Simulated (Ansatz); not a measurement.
Cost and result for the atomization energy of C4H9Br, SMILES `CCCCBr` (14 atoms, 13 bonds).

Z-matrix (Å, degrees):
```
C
C 1 1.518
H 1 1.092 2 111.4
H 1 1.094 2 111.4 3 120.2
H 1 1.094 2 111.1 3 -119.9
C 2 1.519 1 112.5 3 -179.9
H 2 1.094 1 109.9 3 58.3
H 2 1.096 1 109.8 3 -58.2
C 6 1.509 2 114.6 1 178.7
H 6 1.099 2 109.3 1 59.0
H 6 1.095 2 110.1 1 -57.4
Br 9 1.953 6 112.5 2 66.1
H 9 1.089 6 112.2 2 -52.3
H 9 1.088 6 112.1 2 -175.8
```

Charge 0, multiplicity 1. Correlated methods include outer-core shells of Br, which these sets cover unevenly. Scalar relativity is left out up to krypton. Geometry: relaxed with PBE0-D4/def2-TZVP. It is one conformer, not always the lowest. Program: Ansatz. All runs use 2 threads of an AMD EPYC 7R13 on a shared host and a share of an NVIDIA H100 80 GB. Times are those of one run each, without the atoms' runs, and a repeat can differ threefold. Electronic energies, without spin–orbit coupling; frozen cores. CCSD(T)/CBS adds CCSD(T) − MP2 in def2-TZVPP to the MP2 limit, and its time is that of the two runs behind it. T1 = 0.008. With those shells the extrapolation isn't a true limit. B3LYP takes the VWN-RPA correlation (the form of Gaussian; ORCA's B3LYP/G). HSE06 is the plane-wave form, built on full-range PBE exchange.

CCSD(T)/CBS is a level of theory with its own doubt, some kJ/mol a heavy atom from the limit and from the frozen cores, so smaller differences don't rank the functionals.

```tsv
level	functions	wall time	atomization (kcal/mol)	difference from CCSD(T)/CBS	per bond
CCSD(T)/def2-SVP	133	4.6 s	1220.5	-50.9	-3.9
PBE0-D4/def2-TZVPP	298	4.6 s	1279.0	7.6	0.6
PBE-QIDH/def2-TZVPP	298	4.7 s	1270.2	-1.2	-0.1
r2SCANh-D4/def2-TZVPP	298	5.5 s	1268.8	-2.6	-0.2
B97M-V/def2-TZVPP	298	5.5 s	1270.6	-0.8	-0.1
HSE06-D4/def2-TZVPP	298	6 s	1279.8	8.4	0.6
B3LYP-D4/def2-TZVPP (with forces)	298	6.5 s	1269.3	-2.1	-0.2
BHLYP-D4/def2-TZVPP	298	7 s	1242.6	-28.8	-2.2
MP2/def2-QZVPP	587	8 s	1272.1	0.7	0.1
revPBE-D4/def2-TZVPP	298	8.5 s	1265.7	-5.7	-0.4
ωB97X-V/def2-TZVPP	298	9 s	1270.6	-0.8	-0.1
CCSD(T)/def2-TZVPP	298	12 s	1244.1	-27.3	-2.1
CCSD(T)/CBS(def2)	–	20 s	1271.4	0.0	0.0
```

At CCSD(T), def2-SVP lies −50.9 kcal/mol from the extrapolated value and def2-TZVPP −27.3 kcal/mol: correlation converges slowly with the basis, and small sets miss more of it in the bonded molecule than in its fragments. From BLYP to BHLYP (50 % exact exchange), in def2-TZVPP and without D4, the atomization energy moves by −11.7 kcal/mol: exact exchange takes away binding that semilocal exchange gives to molecules. In def2-TZVPP, CCSD(T) changes the Hartree–Fock value by +285.1 kcal/mol (the triples alone add +15.3 kcal/mol) and MP2 by +297.2 kcal/mol; breaking electron pairs costs correlation energy, which Hartree–Fock lacks.
